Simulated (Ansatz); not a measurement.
Two isomers of CH7NSSi: A = `C[SiH](N)S`, B = `[SiH3]NCS`.

Program: Ansatz. Geometries: PBE0-D4/def2-TZVP. ΔE: electronic, gas phase. CBS: MP2 limit from def2 TZ/QZ plus the TZ coupled-cluster correction, frozen cores. Functionals use def2-TZVPP. B3LYP here is the variant with VWN-RPA as its local correlation; programs differ in this. Each species was taken in one conformer, which may not be the lowest.

A:

Z-matrix (Å, degrees):
```
C
Si 1 1.860
H 1 1.092 2 110.3
H 1 1.094 2 111.0 3 119.5
H 1 1.092 2 110.7 3 -119.8
N 2 1.709 1 107.8 3 178.2
S 2 2.146 1 113.8 3 61.9
H 2 1.493 1 109.0 3 -55.1
H 6 1.006 2 121.8 1 -176.0
H 6 1.006 2 121.3 1 30.1
H 7 1.343 2 94.1 1 -95.6
```

B:

Z-matrix (Å, degrees):
```
Si
N 1 1.728
H 1 1.490 2 115.5
H 1 1.485 2 106.9 3 120.5
H 1 1.486 2 107.0 3 -120.2
C 2 1.425 1 123.6 3 73.9
H 2 1.009 1 118.0 3 -79.4
S 6 1.847 2 111.1 1 -82.2
H 6 1.091 2 111.1 1 157.5
H 6 1.091 2 109.5 1 37.5
H 8 1.344 6 97.1 2 -174.9
```

Task: Which is lower in electronic energy at CCSD(T)/CBS, and by how much? (Estimate.)

Result: Computed: A, by 201.6 kJ/mol.

Task: Give E(B) − E(A) in kJ/mol with CCSD/def2-TZVPP, ωB97M-V, HF/def2-TZVPP, MP2/def2-TZVPP, PBE-D4, B2PLYP, B3LYP. (Best estimate.)

Result: Ansatz gave: CCSD/def2-TZVPP 196.6, ωB97M-V 201.5, HF/def2-TZVPP 191.4, MP2/def2-TZVPP 204.1, PBE-D4 194.7, B2PLYP 196.7, B3LYP 192.3. None reverses the order clearly.

Largest T1 diagnostic: 0.011.

From PBE to PBE0 (25 % exact exchange), in def2-TZVPP and without D4, E(B) − E(A) moves by +5.3 kJ/mol. In def2-TZVPP, CCSD(T) changes the Hartree–Fock value by +4.7 kJ/mol (the triples alone add −0.5 kJ/mol) and MP2 by +12.7 kJ/mol.
